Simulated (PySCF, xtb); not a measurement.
CH₇NOSi₂, SMILES C1N[SiH2]O[SiH2]1. One conformer was computed; it need not be the lowest.

Harmonic wavenumbers (cm⁻¹) from GFN2-xTB run with xtb at its own minimum, in rising order: 55, 123, 337, 363, 475, 484, 501, 568, 595, 636, 667, 708, 762, 783, 801, 816, 857, 956, 1126, 1157, 1178, 1349, 1494, 2252, 2284, 2289, 2298, 2878, 2916, 3485.

What does TPSSh-D3(BJ)/def2-SVP (PySCF) give at its own minimum? (Estimate from the structure and the level; the computed values follow.)

85, 124, 313, 408, 472, 547, 633, 661, 700, 704, 714, 769, 835, 857, 963, 976, 997, 1039, 1089, 1171, 1204, 1360, 1487, 2231, 2257, 2263, 2270, 2972, 3033, 3580. Paired by order, the mean absolute difference is 62 cm⁻¹ and the zero-point energies are 50.3 and 52.5 kcal/mol.
